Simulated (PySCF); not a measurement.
## Solvent effects on NMR parameters

Structure with atom numbers: `[CH2:1]=[N:2][SiH2:3][c:4]1[cH:5][cH:6][cH:7][c:8]([F:9])[cH:10]1` (H(Xn): hydrogen on atom n). Ha(C1) is cis to Si3; Hb(C1) is trans to Si3.

GIAO PBE0/pcSseg-1 in PySCF on one PBE0-D3(BJ)/def2-SVP conformer, non-relativistic, equivalent nuclei averaged. Solvents enter as an IEF-PCM continuum (chloroform with ε = 4.7, water with ε = 78.4) around the gas-phase geometry. Shifts are referred to TMS, CFCl3 computed in the same medium.

Gas phase, δ in ppm: C1 176.9, C8 169.9, C4 139.0, C5 136.5, C6 135.5, C10 125.3, C7 122.6, Si3 -27.7, F9 -111.7, Ha(C1) 8.77, Hb(C1) 8.76, H(C5) 7.94, H(C6) 7.50, H(C10) 7.30. Dipole moment 1.95 D.

**Question.** How does each δ change in the continuum?

**Answer.** 
```
 atoms                       environment  Δδ, chloroform  Δδ, water
    C1                        C=N carbon            +5.8       +8.4
    C8  aromatic carbon bearing fluorine            +0.6       +1.0
    C4       substituted aromatic carbon            +1.2       +1.7
    C5                       aromatic CH            +0.9       +1.2
    C6                       aromatic CH            +1.4       +2.0
   C10                       aromatic CH            +1.0       +1.5
    C7                       aromatic CH            +1.1       +1.7
   Si3       silicon bonded to C, N, 2 H            -0.6       -0.9
    F9                     aryl fluorine            -2.4       -2.7
Ha(C1)          hydrogen on a C=N carbon           +0.09      +0.13
Hb(C1)          hydrogen on a C=N carbon           +0.09      +0.13
 H(C5)        hydrogen on an aromatic CH           +0.04      +0.04
 H(C6)        hydrogen on an aromatic CH           +0.19      +0.28
H(C10)        hydrogen on an aromatic CH           +0.19      +0.28
```

Changes are relative to the gas phase. The dipole moment becomes 2.31 D in chloroform, 2.44 D in water.

**Question.** Which nuclei move most (in ppm), and what does the model miss?

**Answer.** C1 (C=N carbon, +8.4 ppm) in water. A continuum only polarises the solute; specific hydrogen bonds, the anisotropy of aromatic solvents and changes of geometry or conformer are outside it.
